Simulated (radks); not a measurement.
Species: neutral platinum. Configuration: [Xe] 4f14 5d9 6s1 (the NIST ground configuration). All-electron calculation, Dirac Kohn-Sham, XLYP, spin-unpolarised, spherical densities, finite nucleus; open shells are shared between the two j in proportion to 2j + 1; Fermi nuclear charge, rms radius 5.427 fm. Program: a radial shooting solver on a logarithmic mesh with Libxc functionals. Some entries of the table are withheld. Estimate them.

| orbital | occ. | eigenvalue (eV) | <r> (bohr) | r(max) (bohr) |
|---|---|---|---|---|
| 1s1/2 | 2 | -78284.69 | 0.01715 | 0.01062 |
| 2s1/2 | 2 | -13742.89 | (1) | 0.06143 |
| 2p1/2 | 2 | -13176.05 | 0.05906 | 0.04532 |
| 2p3/2 | 4 | -11446.51 | 0.06749 | 0.05258 |
| 3s1/2 | 2 | -3227.623 | 0.1866 | 0.1729 |
| 3p1/2 | 2 | -2972.222 | (2) | 0.1614 |
| 3p3/2 | 4 | -2592.056 | (3) | 0.1762 |
| 3d3/2 | 4 | (4) | 0.1676 | 0.1374 |
| 3d5/2 | 6 | (5) | 0.1723 | 0.1415 |
| 4s1/2 | 2 | -693.2424 | 0.4150 | 0.3903 |
| 4p1/2 | 2 | -584.7285 | 0.4179 | (6) |
| 4p3/2 | 4 | -494.1607 | 0.4518 | (7) |
| 4d3/2 | 4 | -316.0649 | 0.4617 | 0.4129 |
| 4d5/2 | 6 | -299.2240 | 0.4730 | 0.4224 |
| 5s1/2 | 2 | -101.5199 | 0.9530 | 0.8697 |
| 4f5/2 | 6 | -71.7384 | 0.5126 | 0.3826 |
| 4f7/2 | 8 | -68.2840 | 0.5200 | 0.3872 |
| 5p1/2 | 2 | -66.8774 | (8) | 0.9214 |
| 5p3/2 | 4 | -51.9022 | (9) | 1.002 |
| 5d3/2 | 3.6 | -6.8946 | 1.653 | 1.239 |
| 6s1/2 | 1 | -5.6940 | (10) | 2.388 |
| 5d5/2 | 5.4 | -5.5677 | 1.746 | 1.283 |

Answer. 
(1) 2s1/2 <r> (bohr): 0.07170
(2) 3p1/2 <r> (bohr): 0.1768
(3) 3p3/2 <r> (bohr): 0.1923
(4) 3d3/2 eigenvalue (eV): -2165.169
(5) 3d5/2 eigenvalue (eV): -2083.220
(6) 4p1/2 r(max) (bohr): 0.3888
(7) 4p3/2 r(max) (bohr): 0.4194
(8) 5p1/2 <r> (bohr): 1.034
(9) 5p3/2 <r> (bohr): 1.135
(10) 6s1/2 <r> (bohr): 2.954
